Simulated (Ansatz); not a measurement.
The lowest singlet and triplet of C6H6 (SMILES C=C1C=CC=C1); geometries from B3LYP-D3(BJ)/def2-TZVP, each state relaxed from the structure named, with no frequency check.
Singlet at the triplet's geometry (charge 0, multiplicity 1):
```xyz
12

C      2.12990    -0.05283     0.37948
C      0.76325    -0.01893     0.13599
C     -0.12338    -1.13007     0.00261
C     -1.47330    -0.64281    -0.24775
C     -1.43557     0.71496    -0.27052
C     -0.06044     1.13463    -0.03536
H      2.70467     0.85846     0.46180
H      2.65326    -0.99136     0.49281
H      0.16435    -2.16876     0.07626
H     -2.34162    -1.26737    -0.38844
H     -2.26800     1.38171    -0.43285
H      0.28459     2.15763     0.00373
```

A positive gap puts the triplet lower; no zero-point energy. R- takes a restricted singlet. U- takes an unrestricted singlet (broken symmetry where lower, unprojected). The triplet is unrestricted in single-reference levels.

Cores are frozen in the correlated methods.

Run with Ansatz (Gaussian orbitals). 

### Question
One of these levels gives -11.20 kcal/mol for the gap E(singlet) − E(triplet), vertical, at the triplet's geometry. Which?
A. R-wB97X-V/def2-TZVPP
B. U-PBE/def2-TZVPP
C. U-BHLYP/def2-TZVPP (spin-contaminated)
D. U-B2PLYP/def2-TZVPP (spin-contaminated)

### Answer
C, U-BHLYP/def2-TZVPP (spin-contaminated). The others give -20.80 (U-PBE/def2-TZVPP), -15.24 (R-wB97X-V/def2-TZVPP), -17.06 (U-B2PLYP/def2-TZVPP (spin-contaminated))

Ansatz is an electronic-structure program.
